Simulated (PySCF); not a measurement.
# What a mistake does to a calculation on CH9NSi2

All numbers below are calculated, not measured. The program is PySCF 2.14.0, an open-source quantum chemistry code, run on an isolated molecule that a program drew, which may never have been made. The molecule is CH9NSi2 (charge 0, singlet), drawn as the SMILES string `CN([SiH3])[SiH3]`.

Each row is a Hartree-Fock (HF) and frozen-core CCSD(T) single point in the cc-pV(D+d)Z basis, meant for a local HF minimum. Run 1 is clean. Each other run has one planted mistake out of seven kinds, and not every kind appears here: one electron removed, one electron added, multiplicity raised by two, geometry at a saddle point, minimal basis STO-3G, one bond length entered in bohr, all coordinates scaled. The reference is restricted for singlets and unrestricted otherwise, and also for a bond in bohr. Adding or removing an electron swaps singlet and doublet. Electrons count all cores. HOMO and LUMO are orbital energies over both spins, the gradient is its largest component, and the lowest frequency (negative if imaginary) is given only where the gradient is small. Bond lengths are over the 12 bonds as drawn. T1 is the CCSD diagnostic: over 0.02 (restricted) or 0.045 (unrestricted) a single reference is doubtful.

Geometry of the clean run:
```xyz
13
CH9NSi2, angstrom
C    -0.4772    0.4278    1.1080
N     0.0935    0.0331   -0.1879
Si   -0.1306    1.1423   -1.5033
Si    1.0514   -1.4135   -0.2051
H    -0.7211   -0.4501    1.7109
H    -1.4075    0.9846    0.9717
H     0.2090    1.0537    1.6864
H     0.4746    0.5717   -2.7240
H     0.4930    2.4600   -1.2214
H    -1.5764    1.3869   -1.7261
H     0.2506   -2.5638    0.2801
H     1.5118   -1.6707   -1.5850
H     2.2319   -1.3002    0.6883
```

```
run  electrons  basis functions  <S^2>  HOMO (eV)  LUMO (eV)  gradient (hartree/bohr)  lowest frequency (cm^-1)  mean bond (Å)  longest bond (Å)      T1  HF (hartree)  CCSD(T) (hartree)                          mistake
  1         50              119  0.000     -10.16       3.84                  2.3e-05                        81         1.4258             1.735  0.0106    -675.46164         -676.06792                         no fault
  2         50              119  1.009     -10.02       0.99                  5.1e-02                         -         1.5348             2.778  0.0718    -675.34242         -675.90671  one bond length entered in bohr
  3         51              119  0.758       3.25       8.47                  1.4e-02                         -         1.4258             1.735  0.0161    -675.33060         -675.97073               one electron added
  4         50               37  0.000      -7.13      12.31                  2.9e-02                         -         1.4258             1.735  0.0069    -667.61884         -667.86434                                ?
```

**Which mistake was planted in run 4, and what did it cost?**

It has 37 basis functions where the clean run has 119, with the same electrons and geometry. So the mistake is: minimal basis STO-3G. Subtracting run 1 and multiplying by 627.51 kcal/mol a hartree, the energy moved by 4921.4 kcal/mol in HF and 5147.8 kcal/mol in CCSD(T).

Cautions from the logs. Run 2: T1 is over the limit, so its CCSD(T) energy is less reliable; run 3: the HOMO is above zero, so the electron isn't bound and the energy depends on the basis.
